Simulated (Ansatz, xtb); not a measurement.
**Two isomers of C6H7ClS**

Structure a: `S=C1C=CCC[C@@H]1Cl`, a singlet. Structure b: `CCc1sccc1Cl`, a singlet. Both are isolated molecules in the gas phase, relaxed with r2SCAN-D4/def2-SVP; the shapes shown needn't be the lowest conformers.

a (Å):

```xyz
15

C    -0.7479   -0.4476    1.9328
C    -1.5197   -1.0126    0.8421
C    -2.0099   -0.2560   -0.1721
C    -1.8315    1.2229   -0.2517
C    -1.4487    1.8259    1.0970
C    -0.3666    1.0141    1.7884
Cl    1.1722    1.0710    0.7960
S    -0.2887   -1.3173    3.2490
H    -1.7009   -2.0909    0.8759
H    -2.5602   -0.7487   -0.9824
H    -2.7451    1.6958   -0.6501
H    -1.0376    1.4371   -0.9952
H    -1.1237    2.8725    0.9911
H    -2.3291    1.8201    1.7663
H    -0.0897    1.4250    2.7674
```

b (Å):

```json
{"atom": "C", "x (Å)": "-3.1417", "y (Å)": "-0.3843", "z (Å)": "-2.3841"}
{"atom": "C", "x (Å)": "-2.8507", "y (Å)": "-1.2299", "z (Å)": "-1.1397"}
{"atom": "C", "x (Å)": "-2.3892", "y (Å)": "-0.4109", "z (Å)": "0.0240"}
{"atom": "C", "x (Å)": "-1.0545", "y (Å)": "0.8894", "z (Å)": "1.7032"}
{"atom": "C", "x (Å)": "-2.4059", "y (Å)": "1.0494", "z (Å)": "1.8842"}
{"atom": "C", "x (Å)": "-3.1512", "y (Å)": "0.3100", "z (Å)": "0.9208"}
{"atom": "Cl", "x (Å)": "-4.8870", "y (Å)": "0.3122", "z (Å)": "0.8710"}
{"atom": "S", "x (Å)": "-0.7099", "y (Å)": "-0.1536", "z (Å)": "0.3734"}
{"atom": "H", "x (Å)": "-3.9207", "y (Å)": "0.3629", "z (Å)": "-2.1686"}
{"atom": "H", "x (Å)": "-3.4915", "y (Å)": "-1.0165", "z (Å)": "-3.2152"}
{"atom": "H", "x (Å)": "-2.2390", "y (Å)": "0.1524", "z (Å)": "-2.7149"}
{"atom": "H", "x (Å)": "-2.0984", "y (Å)": "-2.0021", "z (Å)": "-1.3716"}
{"atom": "H", "x (Å)": "-3.7661", "y (Å)": "-1.7640", "z (Å)": "-0.8322"}
{"atom": "H", "x (Å)": "-0.2410", "y (Å)": "1.3208", "z (Å)": "2.2862"}
{"atom": "H", "x (Å)": "-2.8612", "y (Å)": "1.6598", "z (Å)": "2.6651"}
```

Quicker runs give these differences E(b) − E(a): GFN2-xTB −45.7 kJ/mol; HF/STO-3G −92.4 kJ/mol (at GFN2-xTB geometries); r2SCAN-D4/def2-SVP//GFN2-xTB −37.5 kJ/mol.

Question: Estimate E(b) − E(a) at the level CCSD(T)/def2-SVP + ΔMP2/def2-TZVPP.

Answer: Calculated at CCSD(T)/def2-SVP + ΔMP2/def2-TZVPP: E(b) − E(a) = −44.1 kJ/mol, so structure b lies lower.

How the difference moves with the method:

```csv
level,geometry,E(b) − E(a) (kJ/mol),departure from the last row (kJ/mol),"job, with rough time for the two"
GFN2-xTB,GFN2-xTB,−45.7,−1.6,"optimisation, 0.17 s"
HF/STO-3G,GFN2-xTB,−92.4,−48.3,"single point, 0.58 s"
r2SCAN-D4/def2-SVP//GFN2-xTB,GFN2-xTB,−37.5,+6.6,"single point, 5.6 s"
r2SCAN-D4/def2-SVP,r2SCAN-D4/def2-SVP,−37.8,+6.2,"optimisation, 51 s"
HF/def2-SVP,r2SCAN-D4/def2-SVP,−17.5,+26.5,part of the CCSD(T) run
MP2/def2-SVP,r2SCAN-D4/def2-SVP,−46.3,−2.2,part of the CCSD(T) run
CCSD(T)/def2-SVP,r2SCAN-D4/def2-SVP,−25.4,+18.7,single point
CCSD(T)/def2-SVP + ΔMP2/def2-TZVPP,r2SCAN-D4/def2-SVP,−44.1,,"single point, 2.3 min"
```

As drawn, b has 2 C∷S, 3 C∷C in place of 1 C=S, 3 C–C, 1 C=C (∷ is an aromatic bond). Structure a has a 6-membered ring, b a 5-membered ring (with an aromatic ring).

None of the levels shown reverses the order. The largest departure from CCSD(T)/def2-SVP + ΔMP2/def2-TZVPP is that of HF/STO-3G, 48.3 kJ/mol. The last row adds to CCSD(T) the change of the MP2 difference between the two basis sets, here −18.7 kJ/mol, a large step that makes the value less sure.

With thermal terms from frequencies at re-optimised GFN2-xTB minima (ideal gas, soft modes damped towards free rotors, one conformer each, 298.15 K, 1 atm): the zero-point term adds −3.1 kJ/mol; ΔH is −45.2 and ΔG −49.2 kJ/mol.

The correlated steps freeze 16 core orbitals. Mirror images aren't counted in ΔG. Run with Ansatz 0.2.0, xtb 6.7.1; the last row on 4 threads of Arm Neoverse V1 on a shared host.
